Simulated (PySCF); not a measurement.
Molecule: SMILES C#CC#CB(O)O, C4H3BO2.

Cartesian coordinates in Å; atom numbers follow the order of the lines, from 1:
```xyz
10

C     3.507    0.017   -0.112
C     2.290    0.008   -0.118
C     0.920   -0.003   -0.124
C    -0.304   -0.009   -0.129
B    -1.853   -0.013   -0.131
O    -2.553   -1.164   -0.276
O    -2.558    1.134    0.013
H     4.581    0.035   -0.107
H    -1.985   -1.934   -0.362
H    -1.995    1.907    0.101
```

Geometry PBE0-D3(BJ)/def2-SVP throughout; GIAO in PySCF 2.14.0 with density-fitted response routines, gas phase, one conformer, non-relativistic; equivalent atoms averaged; functional PBE0.

Task: How do the absolute shieldings σ depend on the basis set? (ppm; last column core-seconds on 1 thread of an Arm Neoverse N1, shared host)

Result: 
```
    basis set  functions     C3     C1     C4     C2    B5  O6/O7  H9/H10     H8  core-s
     pcSseg-0         69   96.7  110.3  110.5  116.6  86.2  190.1   28.66  30.57     8.7
       6-31G*        104  113.3  127.4  124.0  131.4  94.3  210.3   28.18  30.28      14
      cc-pVDZ        113  112.6  126.7  122.7  130.5  94.5  214.4   27.67  29.63      16
     def2-SVP        113  108.6  123.9  119.9  127.3  90.8  214.1   27.45  29.68      15
  aug-cc-pVDZ        188  112.7  129.0  123.2  130.6  92.5  209.0   27.64  29.64      33
6-311+G(2d,p)        207   96.4  113.8  109.7  115.1  83.3  194.2   27.88  29.71      36
    def2-TZVP        235   97.1  114.3  109.5  115.6  83.7  196.4   27.85  29.66      46
      cc-pVTZ        252   98.4  115.2  110.3  116.5  84.4  197.6   27.37  29.55      50
     IGLO-III        275   92.2  109.3  104.8  111.2  79.7  191.0   27.57  29.54      56
```

Task: Which nucleus moves most, in ppm?

Result: O6/O7 (oxygen bonded to B, H): from 190.1 ppm with pcSseg-0 to 214.4 ppm with cc-pVDZ. The smallest spread is 1.03 ppm, at H8. Proton shifts span only some 12 ppm, so a few tenths of a ppm matter as much there as several ppm in carbon.

Task: Taking the largest basis, IGLO-III (275 functions), as the yardstick, rank the others by their worst heavy-atom deviation.

Result: 6-311+G(2d,p) 4.9 ppm (207 functions), def2-TZVP 5.5 ppm (235 functions), pcSseg-0 6.5 ppm (69 functions), cc-pVTZ 6.6 ppm (252 functions), aug-cc-pVDZ 20.6 ppm (188 functions), 6-31G* 21.2 ppm (104 functions), def2-SVP 23.2 ppm (113 functions), cc-pVDZ 23.4 ppm (113 functions).

A small basis that lands close on one nucleus may do so by chance; judge by the trend and by all nuclei.
